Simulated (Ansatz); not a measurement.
AsH, multiplicity 3 (the spin of the measured ground state), most abundant isotopes (1.0078 and 74.9216 u). Constants from fifth-degree fits in 1/R to seven points on the lowest solution found; no spin–orbit coupling, no relativity up to Kr; ω_e x_e and α_e move by some per cent with the fit.

Correlated levels freeze the inner cores; with def2 sets outer-core shells near the valence are correlated too. CBS(a, b) extrapolates the correlation energy as X⁻³ and adds the Hartree–Fock energy of set b.

Programs: Ansatz (an electronic-structure program). Each number belongs to the level named beside it.

```json
[
 {"level": "PBE/def2-TZVPP", "r_e (Å)": "1.5459", "ω_e (cm⁻¹)": "2087.6", "ω_e x_e (cm⁻¹)": "34.6", "α_e (cm⁻¹)": "0.197"},
 {"level": "CCSD(T)/CBS(def2-TZVPP, def2-QZVPP)", "r_e (Å)": "1.5202", "ω_e (cm⁻¹)": "2177.7", "ω_e x_e (cm⁻¹)": "34.9", "α_e (cm⁻¹)": "0.202"}
]
```

D_e from total energies of the atoms and the molecule: 2.96 eV at PBE/def2-TZVPP.

Problem. Derive the rotational constants, the centrifugal constant, the fundamental, the zero-point energy and the force constant, and test the Morse rule for the well depth.

Solution. 
μ = 0.99445 u.
- PBE/def2-TZVPP: B_e = 16.8576/(μ r_e²) = 7.0935 cm⁻¹; B₀ = B_e − α_e/2 = 6.9950 cm⁻¹; D = 4B_e³/ω_e² = 3.28e-04 cm⁻¹; fundamental ω_e − 2ω_e x_e = 2018 cm⁻¹; zero-point energy ω_e/2 − ω_e x_e/4 = 1035 cm⁻¹; k = μ(2πcω_e)² = 255 N/m; a Morse well would hold ω_e²/(4ω_e x_e) = 3.90 eV against the computed D_e of 2.96 eV
- CCSD(T)/CBS(def2-TZVPP, def2-QZVPP): B_e = 16.8576/(μ r_e²) = 7.3352 cm⁻¹; B₀ = B_e − α_e/2 = 7.2341 cm⁻¹; D = 4B_e³/ω_e² = 3.33e-04 cm⁻¹; fundamental ω_e − 2ω_e x_e = 2108 cm⁻¹; zero-point energy ω_e/2 − ω_e x_e/4 = 1080 cm⁻¹; k = μ(2πcω_e)² = 278 N/m
